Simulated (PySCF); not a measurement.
Calculation: PySCF with PBE-D3(BJ)/def2-TZVP // PBE0-D3(BJ)/def2-TZVP. Isolated molecules, 0 K electronic values unless said otherwise. 

Reference species (SMILES): `C1[SiH]=[SiH][SiH2]1` (neutral, multiplicity 1).

```
Quantity          Value
-------------  --------
dipole moment    0.69 D
LUMO           -2.27 eV
HOMO           -5.03 eV
```

Changed species: `[SiH]1=[SiH][SiH]1C`.

### Question
Give the shifts of the dipole moment, LUMO and HOMO.

### Answer
the dipole moment hardly moves; the LUMO falls by 0.12 eV, to -2.39 eV; the HOMO decreases by 0.18 eV, to -5.21 eV.
